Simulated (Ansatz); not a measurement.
Consider the ligand exchange at the Si–C bond: `[SiH3]CI` + `OBF` → `FBO[SiH3]` + `CI`.

Program: Ansatz. Geometries: PBE0-D4/def2-TZVP. ΔE: electronic, gas phase. CCSD(T)/CBS adds triple-zeta CCSD(T) − MP2 to the extrapolated MP2 energy (def2 sets, frozen cores). This one scheme is used for every species. Functionals use def2-TZVPP. HSE06 is defined as in plane-wave codes. Elements past krypton have def2 core potentials. For I outer-core shells are correlated without core-valence functions, which leaves a few kJ/mol of doubt a bond. One conformer a species, not always the lowest.

`[SiH3]CI`:

Z-matrix (Å, degrees):
```
Si
C 1 1.877
H 1 1.490 2 109.0
H 1 1.483 2 109.6 3 119.6
H 1 1.483 2 109.6 3 -119.6
I 2 2.141 1 109.8 3 -179.9
H 2 1.089 1 112.7 3 -61.9
H 2 1.089 1 112.7 3 62.1
```

`OBF`:

Cartesian coordinates in Å:
```
O 0.813 -0.390 -0.442
B -0.203 -0.023 0.358
F -1.108 0.857 -0.066
H 0.798 0.042 -1.302
H -0.300 -0.486 1.452
```

`FBO[SiH3]`:

Cartesian coordinates in Å:
```
F 0.961 1.807 -1.823
B 0.917 0.839 -0.921
O -0.276 0.496 -0.412
Si -0.772 -0.624 0.701
H 1.943 0.309 -0.599
H -1.722 -1.543 0.032
H 0.396 -1.380 1.219
H -1.447 0.096 1.804
```

`CI`:

Z-matrix (Å, degrees):
```
C
I 1 2.129
H 1 1.086 2 107.7
H 1 1.086 2 107.7 3 120.0
H 1 1.086 2 107.7 3 -120.0
```

| level | ΔE (kJ/mol) | difference from CCSD(T)/CBS |
| --- | --- | --- |
| BLYP-D4 | -86.6 | -1.1 |
| HSE06-D4 | -79.0 | 6.5 |
| CAM-B3LYP-D4 | -94.2 | -8.7 |
| B2PLYP | -92.8 | -7.3 |
| r2SCAN | -87.3 | -1.8 |
| LC-ωPBE | -85.3 | 0.2 |
| MP2/def2-SVP | -77.9 | 7.6 |
| CCSD/def2-SVP | -79.9 | 5.6 |
| CCSD(T)/def2-SVP | -77.4 | 8.1 |
| HF/CBS(def2) | -113.7 | -28.2 |
| CCSD(T)/CBS | -85.5 | 0 |

Largest T1 diagnostic among the species: 0.013.

The D4 term adds +4.6 kJ/mol with B3LYP and +2.4 kJ/mol with PBE0; it sums over pairs of atoms, weighted by their polarisabilities, and B3LYP, whose exchange is more repulsive, gets the larger term. From BLYP to BHLYP (50 % exact exchange), in def2-TZVPP and without D4, ΔE moves by −9.1 kJ/mol.

B3LYP here is the variant with VWN-RPA as its local correlation; programs differ in this.
